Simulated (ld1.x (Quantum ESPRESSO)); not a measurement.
# Debugging a pseudopotential input (germanium (Ge), ld1.x (Quantum ESPRESSO) 7.5)

Command:

```bash
ld1.x < Ge.in > Ge.out
```

Input:

```
&input
   title='Ge', zed=32., rel=1, dft='PBE', iswitch=3, beta=0.7,
   config='[Ar] 3d10 4s2 4p1.75',
   nld=2, rlderiv=2.05, eminld=-3.0, emaxld=5.0, deld=0.02
 /
 &inputp
   pseudotype=3, lpaw=.true., tm=.true., lloc=-1, rcloc=1.80,
   nlcc=.true., new_core_ps=.true.,
   which_augfun='PSQ', rmatch_augfun_nc=.true.,
   file_pseudopw='Ge.UPF', file_wfcaegen='ae.wfc', file_wfcncgen='nc.wfc', file_beta='beta', file_chi='chi', file_wfcusgen='us.wfc'
 /
4
4S  1  0   2.00   0.00  1.40  1.90  0.0
4S  1  0   0.00   3.75  1.40  1.90  0.0
4P  2  1   1.75   0.00  1.40  1.75  0.0
4P  2  1   0.00   0.45  1.40  1.75  0.0
 &test
   configts(1)='4s2 4p1.75'
 /
```

This is an input that runs to its end, with one change: mixing beta=0.7.

Problem. How does the run end?

Solution. The program runs through. The occupied levels of the test differ from the all-electron ones by at most 0.00000 Ry (unchanged input: 0.00000 Ry).

```
     eps = 5.8E-15  iter =  2

     Etot =   -4197.583056 Ry,   -2098.791528 Ha,  -57111.026917 eV
     Etotps =  -163.704350 Ry,     -81.852175 Ha,   -2227.311154 eV

     Ekin =      14.923751 Ry,       7.461875 Ha,     203.047973 eV
     Encl =     -25.019930 Ry,     -12.509965 Ha,    -340.413484 eV
     Ehrt =       5.290146 Ry,       2.645073 Ha,      71.976099 eV
     Ecxc =    -158.898317 Ry,     -79.449159 Ha,   -2161.921741 eV
     (Ecc =     -14.917646 Ry,      -7.458823 Ha,    -202.964917 eV)

     ---------------------- End of pseudopotential test ----------------------
```
